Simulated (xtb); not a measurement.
diisopropyl selenide (C6H14Se), singlet, at a GFN2-xTB geometry; GFN2-xTB run with xtb 6.7.1.

Input for xtb:
```
$ xtb mol.xyz --gfn 2 --json

# file mol.xyz
21

C      1.86446653     1.29407804     0.80317924
C      1.50690558    -0.17259937     0.65139770
C      2.68489215    -0.99790827     0.16360737
Se    -0.00341687    -0.41315183    -0.64432887
C     -1.48670476     0.35052891     0.47190419
C     -1.91146264     1.70546761    -0.06583612
C     -2.64416304    -0.63203627     0.51247011
H      2.19116429     1.70310963    -0.15088233
H      2.67491464     1.40507664     1.52279648
H      1.01422512     1.87378939     1.15742322
H      1.13115908    -0.57491929     1.59824306
H      2.40312917    -2.04381665     0.05518323
H      3.50766455    -0.92945013     0.87370971
H      3.02915302    -0.63217163    -0.80266792
H     -1.04753119     0.45505650     1.46887565
H     -1.06670254     2.38915777    -0.11779913
H     -2.32805585     1.59998211    -1.06575793
H     -2.67131268     2.14223315     0.58145157
H     -2.31920383    -1.59481014     0.90161164
H     -3.04810621    -0.78347580    -0.48724072
H     -3.43792651    -0.24778338     1.15189977
```

What does xtb print? Leave out banner, timings and long lists.


```
   ID    Z sym.   atoms
    1    6 C      1-3, 5-7
    2   34 Se     4
    3    1 H      8-21

           -------------------------------------------------
          |                Calculation Setup                |
           -------------------------------------------------

           -------------------------------------------------
          |                 G F N 2 - x T B                 |
           -------------------------------------------------

          ...................................................
          :                      SETUP                      :
          :.................................................:
          :  # basis functions                  48          :
          :  # atomic orbitals                  47          :
          :  # shells                           29          :
          :  # electrons                        44          :
          :  max. iterations                   250          :
          :  Hamiltonian                  GFN2-xTB          :
          :  restarted?                      false          :
          :  GBSA solvation                  false          :
          :  PC potential                    false          :
          :  electronic temp.          300.0000000     K    :
          :  accuracy                    1.0000000          :
          :  -> integral cutoff          0.2500000E+02      :
          :  -> integral neglect         0.1000000E-07      :
          :  -> SCF convergence          0.1000000E-05 Eh   :
          :  -> wf. convergence          0.1000000E-03 e    :
          :  Broyden damping             0.4000000          :
          :  net charge                          0          :
          :  unpaired electrons                  0          :
          ...................................................

 iter      E             dE          RMSdq      gap      omega  full diag
   1    -23.3740882 -0.233741E+02  0.373E+00    4.64       0.0  T
   2    -23.4526978 -0.786096E-01  0.293E+00    3.93       1.0  T
   3    -23.4577839 -0.508613E-02  0.143E+00    3.97       1.0  T
   4    -23.4579424 -0.158415E-03  0.414E-01    3.83       1.0  T
   5    -23.4583167 -0.374377E-03  0.186E-01    3.84       1.0  T
   6    -23.4583289 -0.121763E-04  0.436E-02    3.83       1.0  T
   7    -23.4583294 -0.504680E-06  0.124E-02    3.83       1.8  T
   8    -23.4583297 -0.241010E-06  0.710E-03    3.83       3.1  T
   9    -23.4583297 -0.408717E-07  0.231E-03    3.83       9.4  T
  10    -23.4583297 -0.827888E-08  0.917E-04    3.83      23.8  T
  11    -23.4583297 -0.974705E-09  0.257E-04    3.83      85.0  T

   *** convergence criteria satisfied after 11 iterations ***

         :::::::::::::::::::::::::::::::::::::::::::::::::::::
         ::                     SUMMARY                     ::
         :::::::::::::::::::::::::::::::::::::::::::::::::::::
         :: total energy             -23.156403753011 Eh    ::
         :: gradient norm              0.000050087469 Eh/a0 ::
         :: HOMO-LUMO gap              3.829223940086 eV    ::
         ::.................................................::
         :: SCC energy               -23.458268285304 Eh    ::
         :: -> isotropic ES            0.005803439727 Eh    ::
         :: -> anisotropic ES          0.005049959063 Eh    ::
         :: -> anisotropic XC          0.014214239274 Eh    ::
         :: -> dispersion             -0.014603769324 Eh    ::
         :: repulsion energy           0.301864532293 Eh    ::
         :: add. restraining           0.000000000000 Eh    ::
         :: total charge              -0.000000000000 e     ::
         :::::::::::::::::::::::::::::::::::::::::::::::::::::

           -------------------------------------------------
          |                Property Printout                |
           -------------------------------------------------

    * Orbital Energies and Occupations

         #    Occupation            Energy/Eh            Energy/eV
[...]
     2   6 C        3.833     0.029    20.063     6.373
     3   6 C        3.794    -0.102    22.445     6.746
     4  34 Se       2.045    -0.241   243.972    27.217
     5   6 C        3.832     0.029    20.071     6.374
     6   6 C        3.781    -0.101    22.441     6.748
     7   6 C        3.786    -0.101    22.451     6.749
     8   1 H        0.925     0.048     2.343     2.394
     9   1 H        0.925     0.037     2.490     2.467
    10   1 H        0.925     0.039     2.469     2.457
    11   1 H        0.924     0.035     2.522     2.484
    12   1 H        0.925     0.049     2.327     2.386
    13   1 H        0.925     0.040     2.445     2.445
    14   1 H        0.925     0.049     2.326     2.385
    15   1 H        0.924     0.034     2.537     2.491
    16   1 H        0.925     0.043     2.409     2.427
    17   1 H        0.925     0.047     2.354     2.400
    18   1 H        0.925     0.035     2.511     2.478
    19   1 H        0.925     0.046     2.370     2.408
    20   1 H        0.925     0.047     2.354     2.399
    21   1 H        0.925     0.037     2.483     2.464

 Mol. C6AA /au·bohr⁶  :       4241.097663
 Mol. C8AA /au·bohr⁸  :     126958.912977
 Mol. α(0) /au        :        101.039466

Wiberg/Mayer (AO) data.
largest (>0.10) Wiberg bond orders for each atom

 ---------------------------------------------------------------------------
     #   Z sym  total        # sym  WBO       # sym  WBO       # sym  WBO
 ---------------------------------------------------------------------------
     1   6 C    3.996 --     2 C    1.020     8 H    0.984    10 H    0.982
                             9 H    0.977
     2   6 C    3.982 --     1 C    1.020     3 C    1.018     4 Se   0.971
                            11 H    0.958
     3   6 C    3.995 --     2 C    1.018    12 H    0.980    14 H    0.980
                            13 H    0.979
     4  34 Se   2.153 --     2 C    0.971     5 C    0.968
     5   6 C    3.982 --     6 C    1.020     7 C    1.019     4 Se   0.968
                            15 H    0.957
     6   6 C    3.996 --     5 C    1.020    17 H    0.983    16 H    0.983
                            18 H    0.978
     7   6 C    3.996 --     5 C    1.019    19 H    0.983    20 H    0.981
                            21 H    0.978
     8   1 H    0.998 --     1 C    0.984
     9   1 H    0.999 --     1 C    0.977
    10   1 H    0.999 --     1 C    0.982
    11   1 H    0.999 --     2 C    0.958
    12   1 H    0.998 --     3 C    0.980
    13   1 H    0.998 --     3 C    0.979
    14   1 H    0.998 --     3 C    0.980
    15   1 H    0.999 --     5 C    0.957
    16   1 H    0.998 --     6 C    0.983
    17   1 H    0.998 --     6 C    0.983
    18   1 H    0.999 --     6 C    0.978
    19   1 H    0.998 --     7 C    0.983
    20   1 H    0.998 --     7 C    0.981
    21   1 H    0.998 --     7 C    0.978
 ---------------------------------------------------------------------------

Topologies differ in total number of bonds
Writing topology from bond orders to xtbtopo.mol

molecular dipole:
                 x           y           z       tot (Debye)
 q only:        0.058       0.256       0.508
   full:        0.028       0.441       0.878       2.498
molecular quadrupole (traceless):
                xx          xy          yy          xz          yz          zz
 q only:        3.582      -0.656      -0.947       0.171      -0.460      -2.635
  q+dip:        3.935      -0.607      -1.858       0.371      -1.266      -2.077
   full:        4.807      -0.957      -2.373       0.464      -0.576      -2.434

           -------------------------------------------------
          | TOTAL ENERGY              -23.156403753011 Eh   |
          | GRADIENT NORM               0.000050087469 Eh/α |
          | HOMO-LUMO GAP               3.829223940086 eV   |
           -------------------------------------------------

normal termination of xtb
```
